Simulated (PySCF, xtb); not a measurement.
ClH3HfS3, SMILES [Cl][Hf]([SH])([SH])[SH], multiplicity 1.

GFN2-xTB (xtb) at its own geometry gives an orbital gap of 1.90 eV and a dipole moment of 1.01 D.

Geometry: PBE0-D3(BJ)/def2-SVP. The spin state was assumed, not searched. The structure was generated by enumeration; whether it is a known compound was not checked. The def2 effective core potentials stand for the cores of Hf; spin–orbit coupling is left out. The values are those of a single conformer.

Q: What does B3LYP/def2-TZVP (PySCF) give? (An estimate is asked for; the answer gives what the named calculation found.)

A: gap 5.42 eV (levels -7.71 and -2.29 eV), dipole 1.20 D.
